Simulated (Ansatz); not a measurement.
This geometry of BGaH₅S (8 atoms, charge 1, multiplicity 1) is a first-order saddle point.

These are results of RKS B3LYP-D4/def2-SVP in Ansatz, not measurements.

```xyz
8
Properties=species:S:1:pos:R:3
B 0.253 -1.639 0.314
Ga 1.073 0.265 0.534
S -0.709 1.843 -0.556
H 0.488 -2.260 -0.685
H -0.480 -2.058 1.168
H 2.104 1.342 0.951
H -0.894 1.182 -1.729
H -1.834 1.325 0.003
```

Q: Which two structures does it join? (They come from a converged band through this point; their orientation in space is the band's.)

A: No bond is made or broken. The dihedral B1–Ga2–S3–H7 goes from 40 to -136°. The two ends are copies of one structure, up to a mirror image or an exchange of like atoms.

First end point:

```xyz
8
Properties=species:S:1:pos:R:3
B 0.265 -1.778 0.509
Ga 1.002 0.157 0.239
S -0.744 1.402 -1.162
H 0.492 -2.605 -0.330
H -0.391 -2.018 1.485
H 2.038 1.304 0.367
H -1.912 0.961 -0.627
H -0.750 2.577 -0.482
```

Last end point:

```xyz
8
Properties=species:S:1:pos:R:3
B 0.256 -1.769 0.533
Ga 0.984 0.174 0.306
S -1.053 1.653 -0.165
H 0.209 -2.488 -0.427
H -0.122 -2.122 1.617
H 2.068 1.284 0.291
H -0.539 2.400 -1.176
H -1.802 0.867 -0.980
```

Q: How far does it lie above each of them?

A: 6.1 kJ/mol above the first and 6.1 kJ/mol above the second. This is the barrier of this one path; another mechanism may lie lower. Limits of this set-up: the dipole of an ion depends on the origin.

Time of the run: 13 min on 1 thread of Arm Neoverse V1, on a shared host, peak memory 0.19 GiB.
